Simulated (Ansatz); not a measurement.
Relaxation of Cl3FGeH2O (8 atoms, charge 0, multiplicity 1), to a largest force component of 0.03 eV/Å in at most 50 steps.

Level of theory: Ansatz 0.2.0, RKS PBE-D4/def2-SVP.

```xyz
8
Properties=species:S:1:pos:R:3
Ge 0.218 0.066 -0.180
F 0.177 -0.006 1.533
Cl 2.313 -0.018 -0.655
Cl -0.563 1.899 -0.941
Cl -0.687 -1.705 -1.007
O -2.499 0.062 1.009
H -2.693 -0.853 0.727
H -1.926 -0.074 1.805
```

Task: Where does it end, and by what steps?

Result: It converged. After 9 steps the energy has fallen by 0.072 eV; O6 moved furthest, 0.31 Å.

```tsv
step	energy less start (eV)	largest force component (eV/Å)	accepted
0	0.0000	1.059	yes
1	-0.0104	1.236	yes
2	-0.0335	1.079	yes
3	-0.0519	0.948	yes
4	-0.0622	0.748	yes
5	-0.0689	0.425	yes
6	-0.0717	0.083	yes
7	-0.0720	0.034	yes
8	-0.0721	0.034	yes
9	-0.0722	0.006	yes
```

```xyz
8
Properties=species:S:1:pos:R:3
Ge 0.049 0.058 -0.092
F 0.215 -0.017 1.660
Cl 2.138 -0.030 -0.659
Cl -0.624 1.929 -0.899
Cl -0.746 -1.764 -0.979
O -2.228 0.062 0.858
H -2.535 -0.835 0.615
H -1.930 -0.032 1.787
```

Time of the run: 17 s on 4 threads of Arm Neoverse V2, on a shared host, peak memory 0.19 GiB.
